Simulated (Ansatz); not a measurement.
Cartesian coordinates (Å):
```xyz
11

C     -1.3885    -0.0171    -0.2231
C     -0.0548    -0.2740     0.4582
B      1.0038     0.8198     0.6269
C      1.2537    -0.3082    -0.3761
H     -1.7570    -0.9198    -0.7365
H     -1.3053     0.7778    -0.9799
H     -2.1523     0.3011     0.5018
H     -0.0987    -1.0448     1.2374
H      1.3427     1.8569     1.1058
H      1.1870    -0.0833    -1.4471
H      1.9694    -1.1084    -0.1674
```
Charge 0, multiplicity 1.

Level of theory: Ansatz (a quantum-chemistry and plane-wave program) with frozen-core CCSD(T)/cc-pVTZ // PBE-D3(BJ)/def2-TZVP.

The HF energy is -142.34581 Ha and the MP2 correlation energy comes out as -0.61157 Ha.

Task: Estimate the CCSD correlation energy, the (T) correction, the total energy and the T1 diagnostic.

Result: 
| Quantity | Value |
|---|---|
| CCSD correlation energy | -0.65296 Ha |
| (T) correction | -0.02668 Ha |
| CCSD(T) total energy | -143.02545 Ha |
| T1 diagnostic | 0.010 |
